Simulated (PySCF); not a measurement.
## CH8Cl2OSi3

The system: CH8Cl2OSi3, a molecule drawn to mimic a surface site (built as: Si site whose three back bonds go to OSiH3, CH2SiH3, Cl; end group Cl); neutral, singlet. The structure, one conformer, was relaxed in the gas phase by PBE0-D3(BJ)/def2-SVP. No frequency run checks that it is a minimum.

SMILES: [SiH3]C[Si](Cl)(Cl)O[SiH3]

Coordinates in Å:
```
Si1     0.106   -1.057    0.457
O2      1.173    0.130    0.095
Si3     2.611    0.835    0.575
C4     -1.363   -0.944   -0.648
Si5    -2.099    0.790   -0.803
Cl6     1.049   -2.880    0.264
Cl7    -0.460   -0.861    2.429
H8      2.481    1.339    1.972
H9      2.882    1.964   -0.356
H10     3.711   -0.169    0.499
H11    -2.133   -1.640   -0.275
H12    -1.066   -1.296   -1.651
H13    -2.366    1.355    0.552
H14    -1.153    1.687   -1.530
H15    -3.383    0.722   -1.564
```

Shieldings: GIAO PBE0/pcSseg-1. Shifts are against computed references at the same level: C TMS (σ 184.4 ppm), H TMS (σ 31.27 ppm), Si TMS (σ 352.0 ppm). Core levels by delta-SCF with SCAN, pcX-2 on the ionised atom and pcseg-1 elsewhere, spin-free X2C (2p3/2 is the spin-free 2p value less a third of a first-order spin-orbit splitting); from the vacuum level, for chosen atoms.

Task: Give the shieldings and core levels atom by atom.

Result: 
```
      atoms         bonded to  σ (ppm)  δ (ppm)  core level (eV)
        Si1  1 C + 2 Cl + 1 O    347.4      4.6     2p3/2 108.78
         O2              2 Si    254.5        -        1s 538.36
        Si3         1 O + 3 H    387.7    -35.8                -
         C4        2 Si + 2 H    183.0      1.4        1s 290.45
        Si5         1 C + 3 H    422.6    -70.6                -
        Cl6              1 Si    823.2        -     2p3/2 206.03
        Cl7              1 Si    842.3        -     2p3/2 206.07
  H8 H9 H10              1 Si    26.23     5.04                -
        H11               1 C    31.02     0.25                -
        H12               1 C    30.85     0.42                -
H13 H14 H15              1 Si    27.25     4.02                -
```

Values are those of this one static structure, with the three H of a rotating XH3 group averaged; atoms that internal rotation interchanges would show their mean in an NMR spectrum.

Task: By CAM-B3LYP/def2-SVPD (TDDFT singlets, Tamm-Dancoff triplets, ionisation by delta-SCF), where does absorption start, and what does vertical ionisation take?

Result: The first singlet with intensity lies at 7.95 eV (f 0.003); what lies below it is dark. The lowest singlet lies at 7.81 eV (f 0.000), the strongest of the first 6 at 8.22 eV (f 0.117), the lowest triplet at 7.39 eV; vertical ionisation takes 11.05 eV.
